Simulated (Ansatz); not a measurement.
System: sum formula FeOH2, charge 0, multiplicity 5. The spin state was set by rule; other spins were not relaxed. 
Structure (B3LYP-D3(BJ)/def2-TZVP (Ansatz, a first-principles code) minimum search):
```xyz
4

Fe     0.2357     0.0762    -0.3416
O     -0.8265    -0.2682     1.0544
H      1.2609     0.4095    -1.5632
H     -0.7772    -0.2460     2.0096
```
Charge 0, spin multiplicity 5.

Basis-set convergence of Hartree-Fock and CCSD(T) correlation energies (hartree) with Ansatz. Correlated levels leave the core frozen unless marked. Open shells are spin-unrestricted. Spin-orbit coupling is left out. Frozen are the shells of the preceding noble gas and the d and f shells that filled before the atom's block. No relativistic terms.

```tsv
basis	functions	E(HF)	E(corr, CCSD(T))
def2-SVPD	73	-1338.26343	-0.37053
def2-TZVPPD	141	(withheld)	(withheld)
```

Task: Some entries are withheld; supply them.

Result: 
- def2-TZVPPD, E(HF): -1338.52003
- def2-TZVPPD, E(corr, CCSD(T)): -0.48890
